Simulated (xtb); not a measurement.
Mg(NMe2)(SH) (C2H7MgNS), SMILES C[N](C)[Mg][SH]. All values are semi-empirical tight-binding results from xtb (GFN2-xTB unless named), good for trends rather than for accurate numbers. Coordinates come from a GFN2-xTB optimisation. The structure was generated by enumeration; whether it is a known compound was not checked. The values are those of a single conformer.

For metal compounds this method's bond lengths and energies can be far off.

```json
{
 "orbital_gap": "1.42 eV",
 "zero_point_energy": "53.7 kcal/mol",
 "G − E(el) at 298.15 K (modified RRHO)": "32.6 kcal/mol"
}
```
